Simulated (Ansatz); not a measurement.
A nudged elastic band was laid between two geometries of AlF$_{3}$H$_{2}$ (6 atoms, charge 0, multiplicity 1).

All numbers below come from RKS BHLYP/def2-SVP (Ansatz 0.2.0).

```
movable images  : 5
climbing image  : yes
spring          : 5.0 eV/Å²
optimiser       : quadratic models (default)
start path      : through a guess of the saddle point
force threshold : 0.5 eV/Å
iteration limit : 60
end points      : relaxed
```

Initial state:

```xyz
6
Properties=species:S:1:pos:R:3
Al 0.004 0.081 0.112
H 0.000 0.687 1.554
F 1.409 0.061 -0.756
F -1.411 -0.008 -0.736
F 0.055 -1.817 0.758
H 0.070 -1.902 1.680
```

Final state:

```xyz
6
Properties=species:S:1:pos:R:3
Al 0.019 -0.602 -0.197
H 0.014 0.164 1.788
F 1.409 0.197 -0.529
F -1.412 0.131 -0.504
F 0.060 -2.206 0.139
H 0.038 -0.584 1.915
```

Question: Which bonds break or form, and what moves?

Answer: Bonds broken: Al1–H2, F5–H6. Bonds formed: H2–H6. AlF3H2 becomes AlF3 + H2.

Question: What energy profile does the band end with?

Answer: The run converged. The highest image is number 3 of 0 to 6, 0.37 eV above the first end and 1.37 eV above the last; the last end lies 1.00 eV below the first. The threshold of 0.5 eV/Å is loose, so the images may lie well off the minimum-energy path. The order of the stationary point at the top wasn't checked. The orbitals stay closed-shell, which can raise the energy where a bond breaks towards radicals; this wasn't checked here.

```csv
image,path coordinate (Å),energy (eV),Al1–H2 (Å),F5–H6 (Å),H2–H6 (Å)
0,0.00,0.00,1.56,0.93,2.59
1,0.38,0.04,1.57,0.93,2.08
2,0.75,0.18,1.60,0.95,1.58
3,1.13,0.37,1.68,1.10,1.15
4,1.52,-0.39,1.86,1.52,0.83
5,1.91,-0.91,2.06,1.97,0.76
6,2.30,-1.00,2.13,2.41,0.76
```

Question: What is the geometry of the highest image?

Answer: 
```xyz
6
Properties=species:S:1:pos:R:3:forces:R:3
Al 0.013 -0.228 0.025 -0.02 0.38 -0.38
H 0.022 0.050 1.684 0.00 -0.20 0.00
F 1.409 0.155 -0.745 0.06 -0.07 0.04
F -1.413 0.087 -0.721 -0.06 -0.06 0.05
F 0.053 -1.873 0.799 0.01 -0.23 -0.10
H 0.043 -1.091 1.571 0.00 0.18 0.39
```

Time of the run: 60 s on 1 thread of Arm Neoverse V2 (shared host), peak memory 0.12 GiB.
